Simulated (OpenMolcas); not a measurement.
# Ne3+: Slater's ratio, worked from levels

```json
{"Program": "OpenMolcas 26.06", "Basis": "ANO-RCC-VTZP [4s3p2d1f]", "Scalar Hamiltonian": "DKH2, point nucleus", "Active space": "5 electrons in 9 orbitals (RAS2 2s 2p; RAS3 3d, at most 2 electrons)", "State averaging": "2S+1 = 4 odd, 1 root; 2S+1 = 2 odd, 8 roots; 2S+1 = 4 even, 3 roots; 2S+1 = 2 even, 6 roots", "Spin-orbit coupling": "state interaction with AMFI integrals over the reference wave functions, term energies averaged over their components"}
```

Methods: RASSCF; SS-RASPT2, IPEA 0.25 Eh, imaginary shift 0.1 Eh (closed shells correlated: 1s).

**Slater's ratio.** With one set of orbitals, p3 has 2D* - 4S* = 9 F2 and 2P* - 2D* = 6 F2 (F2 = F²/25), a ratio of 2/3. Term energies are centres of gravity, weighted by 2J + 1.

```csv
Source,2D* - 4S*,2P* - 4S*,F2 from the first,Ratio
RASSCF,44085,66048,4898,0.498
SS-RASPT2,42173,63614,4686,0.508
```

Energies in cm-1. A ratio away from 2/3 shows effects beyond one configuration with one set of orbitals, and in heavier atoms second-order spin-orbit shifts.

CASPT2 breaks the degeneracy within a term, and the mean is taken; among the terms shown or strongly mixed into the levels shown the widest spread is 13 cm-1 (2s2 2p3 2D*, SS-RASPT2). Active for correlation alone: 3d; no level in the range computed is led by a configuration that fills it, so any true level of that kind is missing. Levels of configurations outside the active space are missing.

* marks odd parity.
